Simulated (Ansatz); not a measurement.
Basis-set extrapolation for BH6NSi2, SMILES `[SiH3][SiH]1BN1` (PBE0-D4/def2-TZVP geometry, frozen core, Ansatz). Multiplicity 1, RHF reference.

```tsv
	def2-TZVPP	def2-QZVPP
HF	-660.534591	-660.556300
MP2 correlation	-0.551223	-0.590050
CCSD(T) correlation	-0.627281	not run
```

Energies in hartree. Use E(X) = E(∞) + A·exp(−7.88·√X) for Hartree–Fock and E(X) = E(∞) + B·X^(−2.97) for correlation, with X = 3 and 4, and add CCSD(T) minus MP2 of the smaller set to the MP2 limit.

**Question.** What is the CCSD(T) energy at the basis-set limit?

**Answer.** HF limit: -660.556300 + (-0.021709) × 0.13774 = -660.55929. MP2 limit: -0.590050 + (-0.038827) × 0.74074 = -0.61881. Higher-order term: -0.627281 − (-0.551223) = -0.07606. Total: -661.25416 hartree, 2.51 eV below CCSD(T)/def2-TZVPP.
